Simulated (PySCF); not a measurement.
# Exercise with solution: oscillator strength and radiative lifetime

C₃H₄BClO, SMILES C(#C)B(Cl)OC.

Geometry optimised at PBE0-D3(BJ)/def2-SVP. The structure was generated by enumeration, and PubChem lists no compound with its InChIKey, so it may never have been made. Other conformers were not sampled.

PySCF 2.14.0 with TDDFT-CAM-B3LYP/def2-SVPD puts the first singlet state with f over 0.02 at 5.91 eV (vertical), with the transition dipole (-0.098, -0.675, 0.000) in atomic units.

Q: Find the oscillator strength, the wavelength and the radiative lifetime that this transition would have in vacuum if emission retraced absorption.

A: 
|μ|² = 0.4652 au, so |μ| = 1.73 D. ΔE = 5.91/27.211 = 0.2172 hartree. f = (2/3) ΔE |μ|² = 0.067 (the program prints 0.067).
λ = 1239.84/5.91 = 210 nm; ν = 47667 cm⁻¹.
Einstein's coefficient A = 0.6670 ν² f s⁻¹ (ν in cm⁻¹) = 1.0e8 s⁻¹, so τ = 1/A = 9.8 ns. This state is S2; the lower singlet has f = 0.000. The figure is the radiative limit of this one transition; relaxation, internal conversion, crossing to triplets and a medium change what is measured.
